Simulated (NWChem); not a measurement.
System meant: Sn cation, doublet

Input file for NWChem:

```
start job
memory heap 200 mb stack 900 mb global 1100 mb
charge 1
geometry units angstroms noautoz
  Sn     0.000000     0.000000     0.000000
end
basis spherical
  * library def2-svp
end
dft
  odft
  mult 2
  xc pbe0
  iterations 150
  mulliken
end
task dft energy
```

End of the output:

```
             Grid Information
             ----------------
          Grid used for XC integration:  medium
          Radial quadrature: Mura-Knowles
          Angular quadrature: Lebedev.
          Tag              B.-S. Rad. Rad. Pts. Rad. Cut. Ang. Pts.
          ---              ---------- --------- --------- ---------
          Sn                  1.45      123           6.0       590
          Grid pruning is: on
          Number of quadrature shells:   123
          Spatial weights used:  Erf1

          Convergence Information
          -----------------------
          Convergence aids based upon iterative change in
          total energy or number of iterations.
          Levelshifting, if invoked, occurs when the
          HOMO/LUMO gap drops below (HL_TOL):  1.00D-02
          DIIS, if invoked, will attempt to extrapolate
          using up to (NFOCK): 10 stored Fock matrices.

                    Damping( 0%)  Levelshifting(0.5)       DIIS
                  --------------- ------------------- ---------------
          dE  on:    start            ASAP                start
          dE off:    2 iters        150 iters           150 iters

      Screening Tolerance Information
      -------------------------------
          Density screening/tol_rho:  1.00D-10
          AO Gaussian exp screening on grid/accAOfunc:  14
          CD Gaussian exp screening on grid/accCDfunc:  20
          XC Gaussian exp screening on grid/accXCfunc:  20
          Schwarz screening/accCoul:  1.00D-08

      Superposition of Atomic Density Guess
      -------------------------------------

      charge =      50.0 Sn (Tin)

      symmetry species            s     p     d     f
      number of basis functions =10     7     6
      number of cont. functions = 4     4     2
      number of closed shells   = 5     3     2
      number of open shells     = 0     1     0
      open shell occupation     = 0     2     0
 ------------------------------------------------------------------------
 atomscf:atomd: error in atom scf                   0
 ------------------------------------------------------------------------
 ------------------------------------------------------------------------
  current input line :
    17: task dft energy
 ------------------------------------------------------------------------
 ------------------------------------------------------------------------
 This error has not yet been assigned to a category
 ------------------------------------------------------------------------
 For more information see the NWChem manual at https://nwchemgit.github.io

0:atomscf:atomd: error in atom scf:Received an Error in Communication
```

Question: Find the fault in this run and fix the input.

Answer: The program stopped with an error. Cause: the def2 basis of a heavy element holds valence functions alone and wants its effective core potential (without it all electrons must fit into that basis). This input runs:
```
start job
memory heap 200 mb stack 900 mb global 1100 mb
charge 1
geometry units angstroms noautoz
  Sn     0.000000     0.000000     0.000000
end
basis spherical
  Sn library def2-svp
end
ecp
  Sn library def2-ecp
end
dft
  odft
  mult 2
  xc pbe0
  iterations 150
  mulliken
end
task dft energy
```
It converges to -213.98563 Ha (PBE0/def2-SVP with def2 effective core potentials on Sn, spin-unrestricted).
